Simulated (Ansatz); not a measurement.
Species: C$_{2}$H$_{5}$N, SMILES `C=NC` (charge 0, multiplicity 1).

**Question.** Give a relaxed geometry from PBE0-D3(BJ)/def2-TZVP (Ansatz, an electronic-structure program).

**Answer.** the end point of this relaxation (outside a Z-matrix the atoms follow the SMILES, hydrogens last).
Z-matrix (Å, degrees):
```
N
C 1 1.2569
H 2 1.0896 1 119.42
H 2 1.0997 3 117.37 1 -180.00
C 1 1.4389 2 117.94 3 -180.00
H 5 1.0932 1 109.03 2 -122.03
H 5 1.0932 6 106.68 1 117.59
H 5 1.0998 6 109.09 7 117.71
```
